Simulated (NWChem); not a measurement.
HfNH2SF; SMILES [NH2][Hf]([F])=[S]

```xyz
6

Hf    -0.1782     0.2549     0.0000
S      0.5302    -1.8671     0.0000
F     -2.0624     0.7211     0.0000
N      1.3538     1.5812     0.0000
H      1.2973     2.5989     0.0000
H      2.3411     1.3257     0.0000
```
Atoms are numbered in this order, from 1.

This is a stationary point of PBE0/def2-SVP with def2 effective core potentials on Hf (NWChem), point group Cs. def2 effective core potentials on Hf; no spin-orbit coupling.

Is it a minimum? If not, what does it relax to?

No. It has an imaginary frequency of 76i cm⁻¹. Following that mode (on a finer grid) lowers the energy by 2.0 kcal/mol and ends, with real frequencies alone, at point group C1:
```xyz
6

Hf    -0.0659     0.1713     0.3807
S      0.6297    -1.8760    -0.1602
F     -1.7746     0.6783    -0.3495
N      1.4138     1.4542    -0.0944
H      1.2831     2.4408    -0.3167
H      2.3500     1.1823    -0.3887
```
